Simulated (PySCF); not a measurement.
C2H5FSi, SMILES F/C=C\[SiH3] (CAM-B3LYP/def2-SVP optimised geometry):

```
9

F      2.035     0.235     0.002
C      1.309    -0.883     0.000
C     -0.018    -0.883     0.000
Si    -1.110     0.634     0.000
H      1.947    -1.774    -0.002
H     -0.480    -1.875     0.001
H     -0.300     1.875    -0.070
H     -2.035     0.581    -1.167
H     -1.940     0.656     1.237
```

Level of theory: CAM-B3LYP/def2-TZVP in PySCF.

Problem. What are the frontier orbital energies and the dipole moment?

Solution. HOMO-2 -11.19 eV, HOMO-1 -11.00 eV, HOMO -9.13 eV, LUMO 0.79 eV, LUMO+1 1.85 eV; dipole moment 1.52 D.

Meta-Löwdin charges at CAM-B3LYP/def2-TZVP: F1 -0.27, C2 0.20, C3 -0.43, Si4 0.52, H5 0.12, H6 0.14, H7 -0.09, H8 -0.10, H9 -0.10.
